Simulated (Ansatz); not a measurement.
Ge(NCO)4 (GeC4N4O4). Total charge 0; singlet. Geometry PBE-D4/def2-SVP.

Cartesian coordinates in Å:
```
Ge -0.049 0.048 -0.094
N 0.225 1.225 1.254
C -0.315 1.715 2.235
O -0.755 2.235 3.194
N -1.607 0.448 -0.917
C -2.496 -0.051 -1.590
O -3.395 -0.447 -2.238
N -0.152 -1.652 0.526
C 0.545 -2.565 0.944
O 1.138 -3.494 1.356
N 1.329 0.177 -1.258
C 2.292 0.875 -1.538
O 3.240 1.486 -1.874
```

(1) Estimate the orbital energies around the gap (eV) in Ansatz with PBE-D4/def2-SVP, PBE-D4/def2-TZVP, BLYP-D4/def2-TZVP, r2SCANh-D4/def2-TZVP, PBE0-D4/def2-SVP.

Results:

(1) 
```csv
orbital,PBE-D4/def2-SVP,PBE-D4/def2-TZVP,BLYP-D4/def2-TZVP,r2SCANh-D4/def2-TZVP,PBE0-D4/def2-SVP
HOMO−5,-8.27,-8.45,-8.31,-9.36,-9.83
HOMO−4,-8.15,-8.34,-8.20,-9.26,-9.73
HOMO−3,-8.07,-8.26,-8.12,-9.16,-9.62
HOMO−2,-7.99,-8.18,-8.05,-9.08,-9.54
HOMO−1,-7.71,-7.90,-7.76,-8.77,-9.23
HOMO,-7.65,-7.83,-7.69,-8.70,-9.16
LUMO,-2.19,-2.44,-2.36,-1.83,-1.22
LUMO+1,-1.44,-1.64,-1.51,-1.04,-0.54
LUMO+2,-1.22,-1.42,-1.30,-0.80,-0.29
LUMO+3,-1.13,-1.34,-1.22,-0.70,-0.17
LUMO+4,-0.49,-0.97,-0.97,-0.28,0.49
LUMO+5,-0.42,-0.70,-0.61,-0.01,0.58
```
